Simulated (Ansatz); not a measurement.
The same path of BClFH₄N (8 atoms, charge 0, multiplicity 1) was run twice with different band settings. Lost on the way: B1–F2, N5–H8. Made: F2–H8.

The calculation used Ansatz, RKS B3LYP-D4/def2-SVP.

Relaxed end points:

```xyz
8
Properties=species:S:1:pos:R:3
B 0.011 -0.167 0.161
F 0.215 0.640 1.254
H 0.956 -0.282 -0.597
Cl -1.599 0.171 -0.717
N -0.240 -1.670 0.810
H -0.403 -2.358 0.071
H 0.561 -1.969 1.374
H -1.073 -1.643 1.407
```

```xyz
8
Properties=species:S:1:pos:R:3
B -0.013 -0.626 -0.391
F -0.438 0.278 2.341
H 1.033 -0.056 -0.525
Cl -1.446 -0.064 -1.253
N -0.109 -1.751 0.451
H -0.939 -2.336 0.471
H 0.724 -2.202 0.816
H -0.384 -0.523 1.853
```

Common settings: movable images 7; climbing image yes; spring 5.0 eV/Å²; optimiser quadratic models (default); force threshold 0.03 eV/Å; iteration limit 60; end points relaxed.

| run | start path |
| --- | --- |
| 1 | through a guess of the saddle point |
| 2 | straight line |

(1) What does each run give, and how far can it be trusted?

Answers

(1) Run 1: converged after 17 iterations, highest image 1.544 eV above the first end. A vibrational analysis at the climbing image gives one clearly imaginary mode, 739i cm⁻¹: a first-order saddle point.
Run 2: converged after 15 iterations, highest image 1.544 eV above the first end. Another band between the same ends (7 images) ends at a top of the same energy, where a vibrational analysis finds 1 clearly imaginary mode.
The orbitals stay closed-shell, which can raise the energy where a bond breaks towards radicals; this wasn't checked here.
